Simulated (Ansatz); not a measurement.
Cartesian coordinates in Å:
```
C -1.124 0.836 0.719
O -0.433 0.799 -0.515
Si 0.955 -0.009 -0.763
C 0.690 -1.811 -0.387
N 0.506 -2.919 -0.130
H -0.493 1.243 1.516
H -1.993 1.483 0.595
H -1.464 -0.162 1.009
H 1.311 0.117 -2.187
H 2.045 0.423 0.143
```

Total charge 0; spin multiplicity 1.

Task: List the r2SCAN/def2-TZVPP orbital energies in eV (Ansatz). (Estimate.)

Result: Computed: Occupied: -1792.49, -516.53, -385.70, -274.89, -273.78, -142.84, -97.74, -97.70, -97.67, -27.43, -23.89, -18.50, -15.42, -13.02, -12.12, -12.07, -10.95, -9.89, -9.22, -8.99, -8.82, -8.31, -7.77. Lowest empty: -1.72, -1.18, 0.53, 1.02, 1.31, 1.86, 2.30, 2.93.
